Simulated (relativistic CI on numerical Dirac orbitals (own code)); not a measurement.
## Ba: sensitivity of the levels to the model

Base calculation: Dirac-Coulomb-Breit CI, KLI orbitals optimised for each configuration, model QED (radiative potential, 1s self-energy scaled to tabulated hydrogen-like ionisation energies), valence Slater integrals scaled by 0.85, P86 correlation energy added to each configuration.

Configurations in the expansion (outside the closed core [Xe]): 6s2, 6s.5d, 6s.6p, 5d.6p, 6s.7p, 5d2, 6p2, 6s.6d, 6s.7s, 5d.6d, 6s.8s, 6s.4f, 6s.7d, 6s.8p, 6d2, 5d.7s. Levels of other configurations are missing.

Variants: (1) valence Slater integrals scaled by 0.75; (2) Slater integrals left unscaled; (3) Breit term removed; (4) one mean potential for all configurations. Shifts of the energy above 6s2 1S_0, in cm⁻¹, for the lowest level and the first level of each name with at least 55 % of one term (blank where a level changes its place among those of its configuration and J or its character, or is not in the variant):

```
      Level     Base    Δ(1)    Δ(2)    Δ(3)     Δ(4)  Measured
   6s2 1S_0      0.0     0.0     0.0     0.0      0.0       0.0
 6s.5d 3D_1   9357.8  -424.9  +692.4   +38.3   -842.7    9034.0
 6s.5d 3D_2   9462.6  -423.1  +689.3   +46.6   -857.6    9215.5
 6s.5d 3D_3   9652.7  -419.7  +684.5   +63.4   -891.6    9596.5
6s.6p 3P°_0  10689.3  -127.6  +236.6   -18.2   +262.9   12266.0
6s.6p 3P°_1  11027.7  -146.1  +263.6   -13.7   +268.8   12636.6
 6s.5d 1D_2  11644.1  -433.5  +630.1   +61.2   -653.4   11395.4
6s.6p 3P°_2  11777.4  -182.3  +318.3    -2.6   +297.0   13514.7
6s.6p 1P°_1  16952.1  -556.9  +811.6   +18.6    -11.0   18060.3
   5d2 3F_2  21244.2  -301.4  +504.6   +81.7  -1041.9          
5d.6p 3F°_2  21322.2  -306.8  +512.7   +37.8   -574.2   22064.6
   5d2 3F_3  21355.6  -305.7  +511.1   +95.8  -1105.8          
   5d2 3F_4  21513.8  -311.7  +519.9  +113.6  -1189.8          
5d.6p 1D°_2  22002.3  -321.7  +538.5   +61.1   -538.3   23074.4
```

For a near-neutral ion this model can misplace configurations by up to about 10,000 cm⁻¹ (more where the count of f electrons changes) and terms by 10 to 25 % of their spread. Rates follow the energies as ν³ (E1, M1) or ν⁵ (E2), so they and the lifetimes can be off by large factors. The fine structure of a lone outer electron comes out too small, for d and f at times inverted, and misplaced configurations move strength between like terms. 16 of the 17 excited levels that our extract of the measured tables holds in this range could be paired (the sources list more); they are missed by 952 cm⁻¹ on average and 2928 at most, and levels without a partner can miss by more.

Measured levels: NIST Handbook of Basic Atomic Spectroscopic Data (Sansonetti and Martin, J. Phys. Chem. Ref. Data 34, 1559 (2005)).

Ionisation energy from the two ground configurations alone: base 4.971 eV. The NIST ASD value (measured) is 5.21166 eV. The gap of more than 2 % comes from missing correlation.

LS names give the leading component of a level, which can be under half, so a name can repeat, a term be missing and a line seem to break the LS rules.
